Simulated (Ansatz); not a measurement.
`[F][Ti]([Cl])([Cl])[Br]` + H₂O → `[OH][Ti]([F])([Cl])[Cl]` + HBr at 700 K and 1 bar (formal hydrolysis of a Ti–Br bond).

Computed with Ansatz on PBE0-D4/def2-TZVP structures; ΔE is electronic, products minus reactants. CCSD(T)/CBS is the MP2 limit (def2-TZVPP, def2-QZVPP) plus CCSD(T) − MP2 in def2-TZVPP, frozen cores. This one scheme is used for every species. For Br, Ti outer-core shells are correlated without core-valence functions, which leaves a few kJ/mol of doubt a bond. Scalar relativity is left out up to krypton. One conformer a species, not always the lowest.

```
                  species  CCSD(T)/CBS energy (Eh)  H − E (kJ/mol)  S (J/(mol·K))
`[F][Ti]([Cl])([Cl])[Br]`              -4441.85096            78.3          459.0
                      H₂O                -76.37941            80.5          218.4
`[OH][Ti]([F])([Cl])[Cl]`              -1944.30161           114.8          467.9
                      HBr              -2573.91920            36.5          223.7
```

H − E and S are ideal-gas, rigid-rotor, harmonic terms from PBE0-D4/def2-TZVP, for one conformer and one mirror image of each species. 1 Eh = 2625.50 kJ/mol, R = 8.31446 J/(mol·K).

Problem. By hand: ΔE, ΔH, ΔS and ΔG.

Solution. ΔE = (-1944.30161) + (-2573.91920) − (-4441.85096) − (-76.37941) = 0.00956 Eh = 25.1 kJ/mol. Δ(H − E) = 114.8 + 36.5 − 78.3 − 80.5 = -7.5, so ΔH = 17.6 kJ/mol. ΔS = 467.9 + 223.7 − 459.0 − 218.4 = 14.2 J/(mol·K). ΔG = 17.6 − 700 × (14.2)/1000 = 7.7 kJ/mol.

Problem. By hand: the equilibrium constant, and the temperature at which ΔG would vanish if ΔH and ΔS stayed fixed.

Solution. log₁₀ K = −ΔG/(RT ln 10) = -0.6. ΔG = 0 at ΔH/ΔS = 1239 K, though so small a ΔS makes that figure unsure.

TΔS isn't small against ΔH here. A doubt of 5 kJ/mol in ΔE shifts log₁₀ K by 0.4 here. Other conformers and mirror images would add mixing entropy, several J/(mol·K) or more a flexible species. These are equilibria of isolated gas molecules and say nothing of rates. Largest T1 diagnostic: 0.024 (customary marks: 0.02 for closed shells, 0.045 for open ones).
